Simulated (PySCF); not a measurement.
The dipole of `C(=O)(Cl)[C@H]1C[C@]1(OC)C=C` from its density and from atomic charges.

Coordinates (GFN2-xTB, Å) and charges (e) from the PBE0/pcSseg-1 density (PySCF):

```json
{"atom": "C1", "x": "0.978", "y": "2.275", "z": "-0.814", "Mulliken": "-0.1136", "IAO": "-0.3119", "Hirshfeld": "-0.0946", "ESP-fitted": "-0.4117"}
{"atom": "C2", "x": "0.228", "y": "1.225", "z": "-1.103", "Mulliken": "-0.1657", "IAO": "-0.1607", "Hirshfeld": "-0.0459", "ESP-fitted": "-0.2192"}
{"atom": "C3", "x": "-0.361", "y": "0.330", "z": "-0.075", "Mulliken": "+0.0361", "IAO": "+0.2243", "Hirshfeld": "+0.0886", "ESP-fitted": "+0.3516"}
{"atom": "O4", "x": "0.211", "y": "0.354", "z": "1.181", "Mulliken": "-0.4715", "IAO": "-0.3671", "Hirshfeld": "-0.1205", "ESP-fitted": "-0.2881"}
{"atom": "C5", "x": "1.505", "y": "-0.211", "z": "1.261", "Mulliken": "-0.0281", "IAO": "-0.2048", "Hirshfeld": "-0.0445", "ESP-fitted": "-0.3076"}
{"atom": "C6", "x": "-1.836", "y": "0.087", "z": "-0.124", "Mulliken": "-0.0315", "IAO": "-0.2756", "Hirshfeld": "-0.0837", "ESP-fitted": "-0.3392"}
{"atom": "C7", "x": "-0.932", "y": "-1.017", "z": "-0.606", "Mulliken": "-0.2677", "IAO": "-0.2200", "Hirshfeld": "-0.0584", "ESP-fitted": "-0.1301"}
{"atom": "C8", "x": "-0.741", "y": "-2.270", "z": "0.115", "Mulliken": "+0.3079", "IAO": "+0.3584", "Hirshfeld": "+0.1752", "ESP-fitted": "+0.4133"}
{"atom": "O9", "x": "-0.281", "y": "-3.276", "z": "-0.329", "Mulliken": "-0.3067", "IAO": "-0.3666", "Hirshfeld": "-0.2154", "ESP-fitted": "-0.3860"}
{"atom": "Cl10", "x": "-1.271", "y": "-2.237", "z": "1.807", "Mulliken": "-0.1238", "IAO": "-0.0916", "Hirshfeld": "-0.0361", "ESP-fitted": "-0.1338"}
{"atom": "H11", "x": "1.212", "y": "2.537", "z": "0.205", "Mulliken": "+0.1303", "IAO": "+0.1582", "Hirshfeld": "+0.0476", "ESP-fitted": "+0.2094"}
{"atom": "H12", "x": "1.370", "y": "2.917", "z": "-1.583", "Mulliken": "+0.1226", "IAO": "+0.1592", "Hirshfeld": "+0.0524", "ESP-fitted": "+0.1873"}
{"atom": "H13", "x": "-0.025", "y": "0.986", "z": "-2.126", "Mulliken": "+0.0988", "IAO": "+0.1485", "Hirshfeld": "+0.0513", "ESP-fitted": "+0.1642"}
{"atom": "H14", "x": "1.487", "y": "-1.274", "z": "0.996", "Mulliken": "+0.1191", "IAO": "+0.1313", "Hirshfeld": "+0.0291", "ESP-fitted": "+0.1408"}
{"atom": "H15", "x": "1.813", "y": "-0.101", "z": "2.298", "Mulliken": "+0.1279", "IAO": "+0.1650", "Hirshfeld": "+0.0543", "ESP-fitted": "+0.1746"}
{"atom": "H16", "x": "2.214", "y": "0.303", "z": "0.606", "Mulliken": "+0.1081", "IAO": "+0.1338", "Hirshfeld": "+0.0351", "ESP-fitted": "+0.1350"}
{"atom": "H17", "x": "-2.421", "y": "0.612", "z": "-0.863", "Mulliken": "+0.1439", "IAO": "+0.1650", "Hirshfeld": "+0.0605", "ESP-fitted": "+0.1597"}
{"atom": "H18", "x": "-2.327", "y": "-0.067", "z": "0.824", "Mulliken": "+0.1696", "IAO": "+0.1806", "Hirshfeld": "+0.0466", "ESP-fitted": "+0.1560"}
{"atom": "H19", "x": "-0.831", "y": "-1.164", "z": "-1.676", "Mulliken": "+0.1444", "IAO": "+0.1740", "Hirshfeld": "+0.0587", "ESP-fitted": "+0.1238"}
```

Compute μ = Σ q r for each scheme (1 e·Å = 4.803 D) and compare with the dipole of the full density.

The full density gives (0.40, 3.03, -1.51) D, 3.41 D in size; dipole vectors point from the negative to the positive end.

```csv
scheme,μx,μy,μz,size (D),share of the full size (%),angle to the full dipole (°)
Mulliken,0.61,3.86,-1.76,4.29,126,2
IAO,0.43,3.02,-1.65,3.46,102,2
Hirshfeld,0.01,2.03,-0.60,2.12,62,12
ESP-fitted,0.44,3.02,-1.54,3.42,100,1
```

Which set comes closest?

Length of the difference vector: ESP-fitted 0.05 D, IAO 0.14 D, Mulliken 0.89 D, Hirshfeld 1.41 D. Closest: ESP-fitted. The schemes that divide the density aren't constrained to reproduce the dipole.

What is left for the Hirshfeld atoms' own dipoles?

The shares of the density sum to the whole, so what Σ q r misses lies in dipoles about the nuclei. The atomic dipoles sum to (0.40, 3.03, -1.51) − (0.01, 2.03, -0.60) = (0.39, 1.00, -0.91) D, 1.41 D in size.

With the origin at the mean of the coordinates, (-0.001, 0.000, 0.000) Å, which are the largest single terms, by size, of the IAO dipole along the direction of the full one?

O9 +4.93, C1 -3.74, C8 -3.71, H12 +2.64, H11 +1.75 D; all 19 atoms together +3.46 D. The single terms depend on the origin, their sum doesn't.

Give the size of the full dipole in other units.

3.41 D = 1.342 au = 0.710 e·Å = 11.38 × 10⁻³⁰ C·m.

The structure is a single GFN2-xTB conformer in the gas phase; no vibrational or solvent corrections.

Conformer computed: `[CH2:1]=[CH:2][C@@:3]1([O:4][CH3:5])[CH2:6][C@@H:7]1[C:8](=[O:9])[Cl:10]`: C1–C2–C3–O4 -20°, C2–C3–O4–C5 -70°, C6–C7–C8–O9 163°.
